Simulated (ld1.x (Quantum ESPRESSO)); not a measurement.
## cadmium (Cd) TM: all-electron and pseudo phase curves

```json
{
 "Element": "Cd",
 "Generator": "ld1.x (Quantum ESPRESSO) 7.5",
 "Type": "norm-conserving Troullier–Martins (Kleinman–Bylander form)",
 "Functional": "LDA (PZ)",
 "Relativity": "scalar-relativistic",
 "Frozen core": "[Ar] 3d10",
 "Valence charge": "20",
 "Reference configuration": "4s2 4p6 4d10 5s2 5p0",
 "Partial waves": "4p (bound): rc 1.60 bohr; 4d (bound): rc 1.50 bohr; 4s (bound): rc 1.00 bohr",
 "Local potential": "the s channel",
 "Core correction": "Bessel-smoothed model core, default radius (core density twice the valence density)"
}
```

Occupied shells without a wave of their own: 5s. They enter only through the test configuration that unscreens the potential, and ld1.x also counts them in the model core charge.

The phase is arctan(r·u′/u) with u = r·R(r), unwrapped; energies in Ry, scanned from -10 to 5 Ry. A pole is an energy at which the radial function vanishes at the test radius. The pseudo phase is shifted by a multiple of π to meet the all-electron one at the reference energy, and phase errors are pseudo minus all-electron; the curves can meet again beyond the range given. Levels narrower than the energy grid can be missing from the lists of poles.

Task: For each channel, where are the poles, and over which energies does the pseudopotential scatter like the atom?

Result:

| channel | radius (bohr) | reference energy (Ry) | poles, all-electron | poles, pseudo | unbroken range about the reference energy with phases within 0.05 rad | phase error 1 Ry above the reference energy (rad) |
| --- | --- | --- | --- | --- | --- | --- |
| s | 1.75 | -7.78 | -7.50 | -7.51 | below 0.2 | -0.000 |
| p | 1.75 | -4.92 | -4.42 | -4.43 | below 0.6 | -0.001 |
| d | 1.75 | -0.87 | 0.40 | 0.40 | the whole range | -0.000 |

ld1.x takes every shell without a wave as core, so the model core holds the 5s electrons as well and exchange and correlation see them twice. This cancels in the reference configuration, but the file is broken for other ones, and its errors say nothing about a proper core correction.

Phases in the p channel:

```csv
E (Ry),all-electron,pseudo
-10.00,1.361,1.361
-9.76,1.357,1.357
-9.52,1.352,1.352
-9.28,1.347,1.347
-9.04,1.342,1.342
-8.80,1.336,1.336
-8.56,1.330,1.329
-8.32,1.323,1.322
-8.08,1.315,1.314
-7.84,1.305,1.305
-7.60,1.294,1.294
-7.36,1.282,1.281
-7.12,1.266,1.265
-6.88,1.246,1.246
-6.64,1.221,1.220
-6.40,1.186,1.185
-6.16,1.134,1.132
-5.92,1.048,1.046
-5.68,0.876,0.872
-5.44,0.421,0.416
-5.20,-0.624,-0.626
-4.96,-1.235,-1.235
-4.72,-1.452,-1.452
-4.48,-1.555,-1.555
-4.24,-1.615,-1.616
-4.00,-1.656,-1.657
-3.76,-1.686,-1.687
-3.52,-1.710,-1.711
-3.28,-1.730,-1.732
-3.04,-1.747,-1.750
-2.80,-1.763,-1.766
-2.56,-1.778,-1.782
-2.32,-1.792,-1.797
-2.08,-1.806,-1.812
-1.84,-1.821,-1.827
-1.60,-1.835,-1.843
-1.36,-1.850,-1.859
-1.12,-1.866,-1.877
-0.88,-1.883,-1.896
-0.64,-1.901,-1.917
-0.40,-1.921,-1.941
-0.16,-1.943,-1.967
0.08,-1.967,-1.997
0.32,-1.995,-2.032
0.56,-2.026,-2.074
0.80,-2.062,-2.124
1.04,-2.103,-2.185
1.28,-2.152,-2.261
1.52,-2.211,-2.357
1.76,-2.283,-2.483
2.00,-2.370,-2.646
2.24,-2.478,-2.856
2.48,-2.611,-3.108
2.72,-2.774,-3.381
2.96,-2.967,-3.638
3.20,-3.181,-3.854
3.44,-3.399,-4.024
3.68,-3.602,-4.155
3.92,-3.778,-4.256
4.16,-3.924,-4.335
4.40,-4.041,-4.399
4.64,-4.136,-4.451
4.88,-4.214,-4.495
```
